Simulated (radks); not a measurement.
All-electron atom: V0.25+ in [Ar] 3d3 4s(up 1, down 0.75) (fractional occupations, a model configuration). Method: scalar-relativistic Kohn-Sham, BLYP, spin-polarised, spherical densities, point nucleus; open shells are filled with parallel spins first; computed with a radial shooting solver on a logarithmic mesh with Libxc functionals.

Normalised radial functions P(r) = r R(r), r in bohr:

| r | 3d up |
|---|---|
| 0.004937 | 0.0000 |
| 0.00648 | 0.0000 |
| 0.008506 | 0.0000 |
| 0.01108 | 0.0001 |
| 0.01454 | 0.0002 |
| 0.01908 | 0.0005 |
| 0.02505 | 0.0011 |
| 0.03288 | 0.0023 |
| 0.04315 | 0.0048 |
| 0.05664 | 0.0098 |
| 0.07435 | 0.0195 |
| 0.09759 | 0.0378 |
| 0.1281 | 0.0705 |
| 0.1668 | 0.1233 |
| 0.2189 | 0.2072 |
| 0.2874 | 0.3258 |
| 0.3772 | 0.4741 |
| 0.4951 | 0.6315 |
| 0.6499 | 0.7622 |
| 0.853 | 0.8226 |
| 1.12 | 0.7892 |
| 1.47 | 0.6759 |
| 1.929 | 0.5177 |
| 2.532 | 0.3518 |
| 3.297 | 0.2109 |
| 4.328 | 0.1039 |
| 5.68 | 0.0402 |
| 7.456 | 0.0113 |
| 9.787 | 0.0021 |

3d up: eigenvalue -7.565 eV, 0 radial nodes, <r> = 1.40 bohr, 90 % of the charge inside 2.47 bohr.
